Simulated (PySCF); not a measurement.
Cl₃Sc, charge -1, doublet, geometry from GFN2-xTB (such geometries of metal compounds can be far from the true shape) (the multiplicity is a formal guess) (in this run its highest filled SCF level lies above zero, so its values depend strongly on the basis, on diffuse functions most of all), atoms displaced at random by about 0.02 Å a coordinate; HF/STO-3G (PySCF).

Input for PySCF:
```python
from pyscf import gto, scf
from pyscf.geomopt import geometric_solver

mol = gto.M(
    atom='''
Sc   -0.023421   -0.003657   -0.028653
Cl    2.159658   -0.370483   -0.643098
Cl   -0.810920   -0.928056    1.909939
Cl   -1.366819    1.309718   -1.311779
''',
    basis='sto-3g',
    charge=-1,
    spin=1,
    verbose=3,
)

def method(m):
    mf = scf.UHF(m)
    return mf

conv, mol_eq = geometric_solver.kernel(method(mol), maxsteps=100, coordsys='dlc')
print('optimisation converged:', conv)
print(mol_eq.tostring(format='xyz'))
mf = method(mol_eq)
mf.kernel()
```

**Question.** Predict the main parts of the log of this PySCF run.

**Answer.** 
```
Custom engine selected.
Bonds will be generated from interatomic distances less than 1.20 times sum of covalent radii
6 internal coordinates being used (instead of 12 Cartesians)
Internal coordinate system (atoms numbered from 1):
Distance 1-2
Distance 1-3
Distance 1-4
Angle 2-1-4
Angle 3-1-4
Out-of-Plane 1-2-3-4
<class 'geometric.internal.Distance'> : 3
<class 'geometric.internal.Angle'> : 2
<class 'geometric.internal.OutOfPlane'> : 1
> ===== Optimization Info: ====
> Job type: Energy minimization
> Maximum number of optimization cycles: 100
> Initial / maximum trust radius (Angstrom): 0.100 / 0.300
> Convergence Criteria:
> Will converge when all 5 criteria are reached:
>  |Delta-E| < 1.00e-06
>  RMS-Grad  < 3.00e-04
>  Max-Grad  < 4.50e-04
>  RMS-Disp  < 1.20e-03
>  Max-Disp  < 1.80e-03
> === End Optimization Info ===

Geometry optimization cycle 1
Cartesian coordinates (Angstrom)
 Atom        New coordinates             dX        dY        dZ
  Sc  -0.023421  -0.003657  -0.028653    0.000000  0.000000  0.000000
  Cl   2.159658  -0.370483  -0.643098    0.000000  0.000000  0.000000
  Cl  -0.810920  -0.928056   1.909939    0.000000  0.000000  0.000000
  Cl  -1.366819   1.309718  -1.311779    0.000000  0.000000  0.000000

WARN: Mole.unit (angstrom) is changed to Bohr

converged SCF energy = -2116.22199528887  <S^2> = 0.75526376  2S+1 = 2.0052569
--------------- UHF_Scanner gradients ---------------
         x                y                z
0 Sc    -0.0063957084     0.0054684320    -0.0008103151
1 Cl    -0.0261979922     0.0039435429     0.0071936060
2 Cl     0.0108659247     0.0123210758    -0.0269782188
3 Cl     0.0217277759    -0.0217330507     0.0205949278
----------------------------------------------
cycle 1: E = -2116.22199529  dE = -2116.22  norm(grad) = 0.0564922
Step    0 : Gradient = 2.825e-02/3.699e-02 (rms/max) Energy = -2116.2219952889
[...]
Geometry optimization cycle 2
Cartesian coordinates (Angstrom)
 Atom        New coordinates             dX        dY        dZ
  Sc  -0.037181  -0.056368  -0.060318   -0.013760 -0.052711 -0.031665
  Cl   2.261676  -0.373017  -0.656037    0.102018 -0.002534 -0.012939
  Cl  -0.836224  -0.958388   2.012951   -0.025304 -0.030332  0.103012
  Cl  -1.429773   1.395294  -1.370188   -0.062954  0.085576 -0.058409
converged SCF energy = -2116.22932379933  <S^2> = 0.75443287  2S+1 = 2.004428
--------------- UHF_Scanner gradients ---------------
         x                y                z
0 Sc     0.0026531601     0.0048914223     0.0034264021
1 Cl     0.0068395135    -0.0031486005    -0.0031164980
2 Cl    -0.0033888521    -0.0053223026     0.0061113222
3 Cl    -0.0061038215     0.0035794809    -0.0064212262
----------------------------------------------
cycle 2: E = -2116.2293238  dE = -0.00732851  norm(grad) = 0.0166605
Step    1 : Displace = 1.018e-01/1.212e-01 (rms/max) Trust = 1.000e-01 (=) Grad = 8.330e-03/9.555e-03 (rms/max) E (change) = -2116.2293237993 (-7.329e-03) Quality = 0.709
[...]
Geometry optimization cycle 3
Cartesian coordinates (Angstrom)
 Atom        New coordinates             dX        dY        dZ
  Sc  -0.100246  -0.168613  -0.158420   -0.063065 -0.112245 -0.098102
  Cl   2.242633  -0.346928  -0.581823   -0.019043  0.026089  0.074214
  Cl  -0.767591  -0.915392   2.011343    0.068634  0.042996 -0.001608
  Cl  -1.416299   1.438455  -1.344692    0.013474  0.043160  0.025496
converged SCF energy = -2116.2343682451  <S^2> = 0.75272117  2S+1 = 2.0027193
--------------- UHF_Scanner gradients ---------------
         x                y                z
0 Sc     0.0036328666     0.0098593124     0.0056103338
1 Cl     0.0037447699    -0.0046021076    -0.0024708755
2 Cl    -0.0020486609    -0.0059173593     0.0030031517
3 Cl    -0.0053289755     0.0006601545    -0.0061426100
----------------------------------------------
cycle 3: E = -2116.23436825  dE = -0.00504445  norm(grad) = 0.0172622
Step    2 : Displace = 1.025e-01/1.619e-01 (rms/max) Trust = 1.000e-01 (=) Grad = 8.631e-03/1.191e-02 (rms/max) E (change) = -2116.2343682451 (-5.044e-03) Quality = 2.249
Eigenvalues below 1.0000e-05 (-1.2483e-01) - returning guess
[...]
Geometry optimization cycle 4
Cartesian coordinates (Angstrom)
 Atom        New coordinates             dX        dY        dZ
  Sc  -0.184882  -0.261218  -0.276730   -0.084636 -0.092606 -0.118310
  Cl   2.189031  -0.343250  -0.449310   -0.053603  0.003678  0.132513
  Cl  -0.633296  -0.875766   1.981397    0.134295  0.039627 -0.029947
  Cl  -1.412354   1.487756  -1.328948    0.003944  0.049301  0.015744
converged SCF energy = -2116.2383469102  <S^2> = 0.75176348  2S+1 = 2.0017627
--------------- UHF_Scanner gradients ---------------
         x                y                z
0 Sc     0.0001003398     0.0087367179     0.0016387982
1 Cl     0.0008239450    -0.0041225387     0.0016723042
2 Cl     0.0023403542    -0.0039704652     0.0006974991
3 Cl    -0.0032646390    -0.0006437140    -0.0040086015
----------------------------------------------
cycle 4: E = -2116.23834691  dE = -0.00397867  norm(grad) = 0.0121806
Step    3 : Displace = 1.354e-01/1.725e-01 (rms/max) Trust = 1.414e-01 (+) Grad = 6.090e-03/8.890e-03 (rms/max) E (change) = -2116.2383469102 (-3.979e-03) Quality = 0.896
[...]
Geometry optimization cycle 5
Cartesian coordinates (Angstrom)
 Atom        New coordinates             dX        dY        dZ
  Sc  -0.286128  -0.415674  -0.427676   -0.101246 -0.154456 -0.150946
  Cl   2.086391  -0.305229  -0.297562   -0.102640  0.038020  0.151747
  Cl  -0.481495  -0.788548   1.912322    0.151801  0.087218 -0.069075
  Cl  -1.360269   1.516973  -1.260674    0.052085  0.029218  0.068274
converged SCF energy = -2116.23507869778  <S^2> = 0.75133769  2S+1 = 2.0013372
--------------- UHF_Scanner gradients ---------------
         x                y                z
0 Sc    -0.0086798945     0.0036756493    -0.0088646232
1 Cl    -0.0053142750    -0.0017483536     0.0110611660
[...]
Step    4 : Displace = 1.841e-01/2.385e-01 (rms/max) Trust = 2.000e-01 (+) Grad = 1.116e-02/1.294e-02 (rms/max) E (change) = -2116.2350786978 (+3.268e-03) Quality = -1.462
converged SCF energy = -2116.23976320234  <S^2> = 0.75143565  2S+1 = 2.0014351
Step    5 : Displace = 9.321e-02/1.357e-01 (rms/max) Trust = 9.204e-02 (x) Grad = 5.663e-03/8.010e-03 (rms/max) E (change) = -2116.2397632023 (-1.416e-03) Quality = 0.684
converged SCF energy = -2116.24106713993  <S^2> = 0.75154174  2S+1 = 2.0015411
Step    6 : Displace = 9.470e-02/1.166e-01 (rms/max) Trust = 9.204e-02 (=) Grad = 4.513e-03/7.687e-03 (rms/max) E (change) = -2116.2410671399 (-1.304e-03) Quality = 0.601
[...]
[...]
Geometry optimization cycle 8
Cartesian coordinates (Angstrom)
 Atom        New coordinates             dX        dY        dZ
  Sc  -0.155346  -0.422356  -0.278049    0.022909 -0.074231  0.009933
  Cl   2.190964  -0.225823  -0.579469    0.001979  0.057176 -0.071877
  Cl  -0.785074  -0.784978   1.980403   -0.082310  0.042405 -0.000734
  Cl  -1.292046   1.440679  -1.196476    0.057422 -0.025350  0.062679
converged SCF energy = -2116.24185664326  <S^2> = 0.75144524  2S+1 = 2.0014447
--------------- UHF_Scanner gradients ---------------
         x                y                z
0 Sc     0.0002842139     0.0039953659     0.0017491240
1 Cl    -0.0016283453    -0.0005034183    -0.0006722558
2 Cl    -0.0002200976    -0.0002246192    -0.0021491928
3 Cl     0.0015642290    -0.0032673284     0.0010723245
----------------------------------------------
cycle 8: E = -2116.24185664  dE = -0.000789503  norm(grad) = 0.00643817
Step    7 : Displace = 8.806e-02/9.264e-02 (rms/max) Trust = 9.204e-02 (=) Grad = 3.219e-03/4.371e-03 (rms/max) E (change) = -2116.2418566433 (-7.895e-04) Quality = 0.736
[...]
Geometry optimization cycle 9
Cartesian coordinates (Angstrom)
 Atom        New coordinates             dX        dY        dZ
  Sc  -0.167484  -0.436949  -0.296318   -0.012139 -0.014593 -0.018269
  Cl   2.191158  -0.228508  -0.557747    0.000194 -0.002686  0.021723
  Cl  -0.763665  -0.783812   1.984536    0.021409  0.001166  0.004133
  Cl  -1.301511   1.456792  -1.204062   -0.009464  0.016113 -0.007587
converged SCF energy = -2116.24200768649  <S^2> = 0.75140506  2S+1 = 2.0014046
--------------- UHF_Scanner gradients ---------------
         x                y                z
0 Sc     0.0006795043    -0.0012110049     0.0003071603
1 Cl     0.0010375674    -0.0001004188    -0.0003455956
2 Cl    -0.0004824231    -0.0004288717     0.0011301348
3 Cl    -0.0012346487     0.0017402954    -0.0010916995
----------------------------------------------
cycle 9: E = -2116.24200769  dE = -0.000151043  norm(grad) = 0.00326609
Step    8 : Displace = 2.268e-02/2.635e-02 (rms/max) Trust = 9.204e-02 (=) Grad = 1.633e-03/2.397e-03 (rms/max) E (change) = -2116.2420076865 (-1.510e-04) Quality = 0.830
[...]
Geometry optimization cycle 10
Cartesian coordinates (Angstrom)
 Atom        New coordinates             dX        dY        dZ
  Sc  -0.174423  -0.441645  -0.305449   -0.006939 -0.004695 -0.009131
  Cl   2.183470  -0.227500  -0.546809   -0.007688  0.001008  0.010938
  Cl  -0.752425  -0.778757   1.978444    0.011240  0.005056 -0.006092
  Cl  -1.298123   1.455423  -1.199777    0.003388 -0.001368  0.004285
converged SCF energy = -2116.24204178657  <S^2> = 0.75139027  2S+1 = 2.0013898
--------------- UHF_Scanner gradients ---------------
         x                y                z
0 Sc    -0.0002092201     0.0000266603    -0.0002294529
1 Cl     0.0001291090    -0.0000096266     0.0001020876
2 Cl     0.0000897525    -0.0000319390     0.0001554628
3 Cl    -0.0000096414     0.0000149053    -0.0000280975
----------------------------------------------
cycle 10: E = -2116.24204179  dE = -3.41001e-05  norm(grad) = 0.000398328
Step    9 : Displace = 1.177e-02/1.375e-02 (rms/max) Trust = 1.302e-01 (+) Grad = 1.992e-04/3.117e-04 (rms/max) E (change) = -2116.2420417866 (-3.410e-05) Quality = 0.935
[...]
Geometry optimization cycle 11
Cartesian coordinates (Angstrom)
 Atom        New coordinates             dX        dY        dZ
  Sc  -0.171708  -0.442081  -0.302486    0.002716 -0.000436  0.002963
  Cl   2.184506  -0.225910  -0.551915    0.001037  0.001590 -0.005106
  Cl  -0.757902  -0.778215   1.978714   -0.005477  0.000542  0.000270
  Cl  -1.296399   1.453728  -1.197904    0.001724 -0.001695  0.001873
converged SCF energy = -2116.24204350644  <S^2> = 0.75139304  2S+1 = 2.0013926
--------------- UHF_Scanner gradients ---------------
         x                y                z
0 Sc     0.0000291761     0.0000648667     0.0000788607
1 Cl    -0.0000545935    -0.0000100514    -0.0000166931
2 Cl     0.0000014357    -0.0000085850    -0.0000652362
3 Cl     0.0000239817    -0.0000462303     0.0000030686
----------------------------------------------
cycle 11: E = -2116.24204351  dE = -1.71987e-06  norm(grad) = 0.00014728
Step   10 : Displace = 4.630e-03/5.510e-03 (rms/max) Trust = 1.841e-01 (+) Grad = 7.364e-05/1.062e-04 (rms/max) E (change) = -2116.2420435064 (-1.720e-06) Quality = 0.820
[...]
Geometry optimization cycle 12
Cartesian coordinates (Angstrom)
 Atom        New coordinates             dX        dY        dZ
  Sc  -0.172064  -0.442558  -0.303105   -0.000356 -0.000476 -0.000620
  Cl   2.184436  -0.225892  -0.551346   -0.000070  0.000018  0.000569
  Cl  -0.757391  -0.777980   1.978663    0.000511  0.000235 -0.000050
  Cl  -1.296483   1.453952  -1.197803   -0.000084  0.000224  0.000100
converged SCF energy = -2116.24204360758  <S^2> = 0.75139194  2S+1 = 2.0013915
--------------- UHF_Scanner gradients ---------------
         x                y                z
0 Sc    -0.0000111331    -0.0000021344     0.0000023491
1 Cl     0.0000053498     0.0000042745    -0.0000030598
2 Cl     0.0000003650    -0.0000040560     0.0000049135
3 Cl     0.0000054183     0.0000019159    -0.0000042028
----------------------------------------------
cycle 12: E = -2116.24204361  dE = -1.01136e-07  norm(grad) = 1.67837e-05
Step   11 : Displace = 6.027e-04/8.591e-04 (rms/max) Trust = 2.603e-01 (+) Grad = 8.392e-06/1.158e-05 (rms/max) E (change) = -2116.2420436076 (-1.011e-07) Quality = 1.010
[...]
Converged! =D

optimisation converged: True
4
XYZ from PySCF
Sc         -0.17206363       -0.44255754       -0.30310540
Cl          2.18443627       -0.22589249       -0.55134584
Cl         -0.75739131       -0.77798017        1.97866346
Cl         -1.29648334        1.45395219       -1.19780322

converged SCF energy = -2116.24204360763  <S^2> = 0.75139183  2S+1 = 2.0013913
```
